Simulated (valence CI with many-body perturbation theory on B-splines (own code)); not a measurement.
# Which ion has this spectrum?

A relativistic CI+MBPT calculation for an atom or ion with 7 electrons gives these levels (× 10³ cm⁻¹):

```tsv
J	Parity	E	g
3/2	odd	0.00	1.30
3/2	odd	15224	1.43
5/2	odd	15409	1.16
1/2	odd	15886	0.61
5/2	even	18330	1.43
1/2	even	19271	1.98
3/2	even	19280	1.16
3/2	odd	31148	1.28
3/2	even	33803	1.58
5/2	even	34145	1.28
1/2	even	34741	1.33
3/2	even	34799	1.00
3/2	odd	38226	1.29
1/2	even	50132	1.89
```

The energies are calculated, and their last digits are not significant.

**Question.** Which is it?
A. Au72+
B. Tl74+
C. Os69+
D. Pt71+

**Answer.** A. Au72+, ground level (2s^2 2p1/2^2 2p3/2) J=3/2.
